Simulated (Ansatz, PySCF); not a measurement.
CH6ClNSi, SMILES [SiH](N)(Cl)C. Atoms are numbered in the order given.

```xyz
10

Si    -0.2033    -0.0918     0.5026
C      1.2794    -1.0798     1.0615
N     -1.4753    -1.1635     0.0546
Cl     0.4539     1.1470    -1.0718
H     -0.7361     0.8281     1.5384
H      1.0223    -1.7092     1.9281
H      1.6354    -1.7334     0.2486
H      2.1090    -0.4122     1.3406
H     -1.2727    -1.9417    -0.5675
H     -2.3979    -0.7860    -0.1440
```

The structure is a stationary point at B3LYP-D3(BJ)/def2-SVP. One conformer was computed; it need not be the lowest.

Two levels are set side by side: PBE-D3(BJ)/def2-SVP (Ansatz, a first-principles code) and B3LYP-D3(BJ)/def2-SVP (Ansatz). Each level has its own optimised geometry; the coordinates shown are those of the second. Frequencies come from the Hessian of PySCF at each geometry. Differences are taken from unrounded values.

```csv
quantity,B3LYP-D3(BJ),PBE-D3(BJ),PBE-D3(BJ) minus B3LYP-D3(BJ)
mean bond length (Å),1.391,1.399,0.008
bond Si1–C2 (Å),1.867,1.873,0.006
bond Si1–N3 (Å),1.723,1.734,0.011
bond Si1–Cl4 (Å),2.108,2.114,0.005
bond Si1–H5 (Å),1.484,1.498,0.014
bond C2–H6 (Å),1.102,1.109,0.007
bond C2–H7 (Å),1.102,1.109,0.007
bond C2–H8 (Å),1.101,1.108,0.007
bond N3–H9 (Å),1.017,1.024,0.008
bond N3–H10 (Å),1.016,1.024,0.008
highest harmonic wavenumber (cm⁻¹),3647,3571,-76
mean harmonic wavenumber (cm⁻¹),1340,1307,-33
zero-point energy (kcal/mol),45.97,44.86,-1.12
```

Exact exchange shortens and stiffens bonds; PBE has none. Differences between two approximate levels are no errors against the true value.
